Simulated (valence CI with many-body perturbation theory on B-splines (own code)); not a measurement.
**Gd LIX: electric-dipole lines**

Computed by valence CI with perturbative core correlation (CI+MBPT): four valence electrons over a frozen Dirac-Fock core [He], a basis of 11 s, 11 p, 10 d, 8 f, 5 g, 2 h functions for each j, with the one-electron correlation potential Σ1 (screened to all orders), the two-electron term Σ2, the three-electron term Σ3, Breit, model QED; selected single and double excitations, second order for the rest, scaled by the run's own slope (own B-spline code, finite nucleus).

The last digits are not significant, and no measured levels were compared; by estimate large intervals hold to a few tenths of a per cent, small ones and those within an open d or f shell to about a per cent. Among the levels kept, up to 920 cm⁻¹ of a level comes from second order outside the variational space, and about a tenth of that is noise between levels of different J, which matters for small intervals.

Lines 101 to 150 of 551 in falling wavelength, among levels below 720.21 Ry, chosen from the strongest by gf and those to the six lowest levels. Wavelengths and rates use the calculated energies. Electric multipoles are in the length gauge, E1 and E2 with the static RPA response of the core. Weak lines are less certain than strong ones. Lines between different terms over intervals too small for the method are left out, as are lines whose strength nearly cancels. The highest levels of a list are the least certain.

Levels are named by their leading jj configuration (3d3/2^4 stands for four electrons in 3d with j = 3/2), which in mixed levels can hold well under half, so a name can repeat and another be missing. Letters in brackets count levels of one name in rising energy.

```tsv
λ vac (Å)	Upper	Lower	A (s⁻¹)	S (a.u.) with core polarisation	S without
42.17	(2s 2p3/2^2 3d3/2) J=1 [c]	(2s 2p3/2^2 3p1/2) J=1 [a]	1.39e+11	1.54e-02	1.54e-02
42.16	(2s^2 2p3/2 3d3/2) J=1	(2s^2 2p3/2 3p1/2) J=1	1.99e+11	2.21e-02	2.21e-02
42.12	(2s 2p1/2 2p3/2 3p3/2) J=3 [a]	(2s 2p1/2 2p3/2 3s) J=2 [a]	2.45e+11	6.32e-02	6.32e-02
42.08	(2s 2p3/2^2 3p3/2) J=2 [b]	(2s 2p3/2^2 3s) J=1 [a]	2.69e+11	4.95e-02	4.95e-02
41.99	(2p1/2^2 2p3/2 3d3/2) J=3	(2p1/2^2 2p3/2 3p1/2) J=2	1.36e+11	3.49e-02	3.49e-02
41.96	(2s 2p1/2 2p3/2 3p3/2) J=4	(2s 2p1/2 2p3/2 3s) J=3	3.20e+11	1.05e-01	1.05e-01
41.95	(2s 2p1/2 2p3/2 3p3/2) J=3 [b]	(2s 2p1/2 2p3/2 3s) J=2 [b]	1.37e+11	3.49e-02	3.49e-02
41.94	(2s 2p1/2 2p3/2 3p3/2) J=2 [c]	(2s 2p1/2 2p3/2 3s) J=2 [b]	1.52e+11	2.78e-02	2.78e-02
41.89	(2s 2p1/2 2p3/2 3d3/2) J=3 [b]	(2s 2p1/2 2p3/2 3p1/2) J=3	1.23e+11	3.12e-02	3.12e-02
41.88	(2s 2p1/2^2 2p3/2) J=1	(2s^2 2p1/2 2p3/2) J=2	3.75e+10	4.08e-03	4.09e-03
41.87	(2p1/2^2 2p3/2 3d5/2) J=4	(2s 2p1/2 2p3/2 3d5/2) J=5	6.01e+10	1.96e-02	1.96e-02
41.86	(2s 2p3/2^2 3p3/2) J=2 [c]	(2s 2p3/2^2 3s) J=2 [b]	1.00e+11	1.81e-02	1.81e-02
41.73	(2p1/2^2 2p3/2 3p3/2) J=2	(2s 2p1/2 2p3/2 3p3/2) J=2 [c]	1.27e+11	2.28e-02	2.28e-02
41.48	(2s 2p3/2^2 3p3/2) J=2 [c]	(2s 2p3/2^2 3s) J=1 [b]	1.52e+11	2.68e-02	2.68e-02
41.28	(2s 2p1/2 2p3/2^2) J=2 [b]	(2s^2 2p3/2^2) J=2	1.88e+10	3.27e-03	3.27e-03
41.23	(2p1/2^2 2p3/2 3p3/2) J=3	(2s 2p1/2 2p3/2 3p3/2) J=2 [b]	1.19e+11	2.89e-02	2.89e-02
41.20	(2p1/2 2p3/2^2 3p3/2) J=2 [c]	(2p1/2 2p3/2^2 3s) J=1 [b]	2.22e+11	3.82e-02	3.82e-02
41.13	(2s^2 2p1/2 3p3/2) J=2	(2s^2 2p1/2 3s) J=1	3.86e+11	6.63e-02	6.63e-02
40.93	(2s 2p1/2 2p3/2 3p3/2) J=2 [e]	(2s 2p1/2 2p3/2 3s) J=2 [c]	1.65e+11	2.80e-02	2.80e-02
40.83	(2p1/2 2p3/2^2 3p3/2) J=4	(2s 2p3/2^2 3p3/2) J=3 [a]	8.77e+10	2.65e-02	2.65e-02
40.77	(2s^2 2p1/2 3p3/2) J=1	(2s^2 2p1/2 3s) J=1	1.52e+11	1.53e-02	1.53e-02
40.63	(2s 2p3/2^2 3p3/2) J=2 [c]	(2s 2p3/2^2 3s) J=1 [a]	1.07e+11	1.77e-02	1.77e-02
40.35	(2s 2p1/2 2p3/2 3p3/2) J=1 [c]	(2s 2p1/2 2p3/2 3s) J=1 [c]	1.90e+11	1.84e-02	1.84e-02
40.34	(2s^2 2p1/2 3p3/2) J=1	(2s^2 2p1/2 3s) J=0	2.84e+11	2.76e-02	2.76e-02
40.21	(2p1/2 2p3/2^2 3s) J=3	(2s 2p3/2^2 3s) J=3	1.58e+11	3.55e-02	3.55e-02
40.16	(2s 2p1/2^2 3p3/2) J=2	(2s 2p1/2^2 3s) J=1	3.53e+11	5.64e-02	5.64e-02
40.05	(2p1/2 2p3/2^2 3p3/2) J=1 [b]	(2p1/2 2p3/2^2 3s) J=2 [b]	2.30e+11	2.18e-02	2.19e-02
39.92	(2s 2p1/2 2p3/2 3d3/2) J=2 [b]	(2s 2p1/2 2p3/2 3p1/2) J=3	1.35e+11	2.12e-02	2.12e-02
39.86	(2s 2p1/2 2p3/2 3p3/2) J=2 [a]	(2s 2p1/2 2p3/2 3s) J=2 [a]	1.26e+11	1.97e-02	1.97e-02
39.85	(2s 2p1/2 2p3/2 3p3/2) J=1 [b]	(2s 2p1/2 2p3/2 3s) J=2 [b]	3.52e+11	3.30e-02	3.30e-02
39.78	(2s 2p1/2 2p3/2 3p3/2) J=2 [e]	(2s 2p1/2 2p3/2 3s) J=1 [b]	1.90e+11	2.95e-02	2.95e-02
39.77	(2s^2 2p3/2 3p3/2) J=2	(2s^2 2p3/2 3s) J=1	2.38e+11	3.69e-02	3.70e-02
39.56	(2s 2p1/2^2 3p3/2) J=1	(2s 2p1/2^2 3s) J=1	1.55e+11	1.42e-02	1.42e-02
39.55	(2s 2p1/2^2 2p3/2) J=1	(2s^2 2p1/2 2p3/2) J=1	8.43e+09	7.72e-04	7.73e-04
39.53	(2s 2p1/2 2p3/2 3p3/2) J=1 [c]	(2s 2p1/2 2p3/2 3s) J=0	2.06e+11	1.88e-02	1.88e-02
39.30	(2s 2p3/2^2 3p3/2) J=2 [a]	(2s 2p3/2^2 3s) J=2 [a]	3.50e+11	5.25e-02	5.25e-02
39.03	(2s 2p1/2 2p3/2 3p3/2) J=1 [d]	(2s 2p1/2 2p3/2 3s) J=1 [b]	2.13e+11	1.88e-02	1.88e-02
39.02	(2s 2p1/2 2p3/2 3p3/2) J=3 [b]	(2s 2p1/2 2p3/2 3s) J=3	2.45e+11	5.04e-02	5.04e-02
39.02	(2s 2p1/2 2p3/2 3p3/2) J=2 [c]	(2s 2p1/2 2p3/2 3s) J=3	1.44e+11	2.12e-02	2.12e-02
38.84	(2s^2 2p3/2 3p3/2) J=2	(2s^2 2p3/2 3s) J=2	2.32e+11	3.35e-02	3.35e-02
38.74	(2p1/2^2 2p3/2 3p3/2) J=2	(2p1/2^2 2p3/2 3s) J=1	1.14e+11	1.64e-02	1.64e-02
38.50	(2p1/2 2p3/2^2 3p3/2) J=2 [b]	(2p1/2 2p3/2^2 3s) J=2 [b]	1.93e+11	2.71e-02	2.71e-02
38.02	(2s 2p3/2^2 3p3/2) J=1 [c]	(2s 2p3/2^2 3s) J=1 [b]	3.84e+11	3.12e-02	3.12e-02
37.09	(2s^2 2p3/2 3p3/2) J=0	(2s^2 2p3/2 3s) J=1	5.87e+11	1.48e-02	1.48e-02
37.04	(2p1/2 2p3/2^2 3p3/2) J=1 [b]	(2p1/2 2p3/2^2 3s) J=1 [a]	1.80e+11	1.35e-02	1.35e-02
36.63	(2s 2p3/2^2 3p3/2) J=2 [a]	(2s 2p3/2^2 3s) J=3	1.10e+11	1.34e-02	1.34e-02
13.40	(2s 2p3/2^2 3d5/2) J=5	(2s^2 2p3/2 3d5/2) J=4	5.63e+11	7.35e-03	7.36e-03
13.39	(2s 2p3/2^2 3p3/2) J=4	(2s^2 2p3/2 3p3/2) J=3	5.79e+11	6.17e-03	6.18e-03
13.37	(2p1/2 2p3/2^2 3p3/2) J=2 [a]	(2s 2p1/2 2p3/2 3p3/2) J=1 [c]	8.57e+11	5.05e-03	5.06e-03
13.37	(2s 2p3/2^2 3s) J=3	(2s^2 2p3/2 3s) J=2	7.10e+11	5.86e-03	5.87e-03
```
